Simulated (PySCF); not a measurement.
## Fe²¹⁺: ionisation energy

Fe²¹⁺ [He] 2s2 2p1 [2p1/2^1, M_J = 1/2] → Fe²²⁺ [He] 2s2, as a difference of total energies. All numbers are calculated (PySCF 2.14, the two-component X2C-1e Hamiltonian, in an uncontracted even-tempered set (17 s from 5.6 bohr⁻², ratio 2.4; 11 p from 7.3 bohr⁻², ratio 2.4; 5 d from 25 bohr⁻², ratio 2.6; 4 f from 38 bohr⁻², ratio 2.6)). Correlated levels: nothing frozen; the 34 highest virtual spinors dropped. "Screened" scales the spin-orbit matrix elements by Boettger's factors to mimic the two-electron term; Breit and QED terms are absent.

```json
{"method": "GHF (spin-free)", "ionisation energy (eV)": "1791.1"}
{"method": "GMP2 (spin-free)", "ionisation energy (eV)": "1790.6"}
{"method": "GHF (screened spin-orbit)", "ionisation energy (eV)": "1801.4"}
{"method": "GMP2 (screened spin-orbit)", "ionisation energy (eV)": "1800.8"}
```

For comparison: 1798.4 ± 0.8 eV (semi-empirical (NIST evaluation); NIST Atomic Spectra Database, ionization energies).
